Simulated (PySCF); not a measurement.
**Spinor energies of I (iodine, neutral)**

Start: [Kr] 4d10 5s2 5p5; 5p1/2 filled at m_j = -1/2, +1/2; 5p3/2 filled at m_j = -1/2, +1/2, +3/2. Calculated with PySCF 2.14 in x2c-TZVPall-2c: generalised Hartree-Fock with the X2C-1e Hamiltonian and a Gaussian nucleus; one run each with spin-orbit coupling (SO) switched off, then screened by Boettger's factors.

| spinor shell | electrons | ε, spin-free (eV) | ε, screened SO (eV) | weight of nominal j (screened SO) | rms radius, screened SO (bohr) |
| --- | --- | --- | --- | --- | --- |
| 1s1/2 | 2 | -33334.0 | -33330.2 | 1.000 | 0.0311 |
| 2s1/2 | 2 | -5249.9 | -5248.7 | 1.000 | 0.127 |
| 2p1/2 | 2 | -4704.9 | -4912.6 | 1.000 | 0.109 |
| 2p3/2 | 4 | -4704.9 | -4611.2 | 1.000 | 0.115 |
| 3s1/2 | 2 | -1102.3 | -1101.9 | 1.000 | 0.334 |
| 3p1/2 | 2 | -921.45 | -961.59 | 1.000 | 0.327 |
| 3d3/2 | 4 | -651.11 | -658.08 | 1.000 | 0.311 |
| 3d5/2 | 6 | -651.11 | -646.02 | 1.000 | 0.314 |
| 4s1/2 | 2 | -211.00 | -210.82 | 1.000 | 0.787 |
| 4p1/2 | 2 | -151.78 | -159.63 | 1.000 | 0.826 |
| 4p3/2 | 4 | -151.78 | -148.04 | 1.000 | 0.855 |
| 4d3/2 | 4 | -62.616 | -63.612 | 0.998 | 0.988 |
| 4d5/2 | 6 | -62.616 | -61.720 | 0.999 | 0.999 |
| 5s1/2 | 2 | -23.817 | -23.758 | 1.000 | 2.14 |
| 5p1/2 | 2 | -10.903 | -11.678 | 0.908 | 2.58 |
| 5p3/2 | 3 | -10.903 | -10.473 | 0.939 | 2.68 |

Task: Where does 3p3/2 lie, and what is the 3p spin-orbit splitting (screened SO)?

Result: At -903.07 eV, 58.521 eV above 3p1/2.

```json
{"quantity": "E (hartree)", "spin-free": "-7111.65179", "screened SO": "-7113.79819"}
{"quantity": "M_J", "spin-free": "3/2", "screened SO": "3/2"}
{"quantity": "⟨J²⟩", "spin-free": "3.762", "screened SO": "3.762"}
{"quantity": "⟨L²⟩", "spin-free": "2.009", "screened SO": "2.036"}
{"quantity": "⟨S²⟩", "spin-free": "0.753", "screened SO": "0.780"}
```

Each row is a mean over spinors that exchange with the open shell spreads, by up to 2.377 eV (5s1/2).

Breit and QED terms are absent; they matter most for the inner s and p1/2 levels.

Densities and radii are taken from the X2C orbitals without a picture-change correction, which distorts them close to the nucleus.

Without spin-orbit coupling the j labels of p, d and f shells carry no meaning; the spin-free column gives the mean over the occupied spinors of each nl shell.
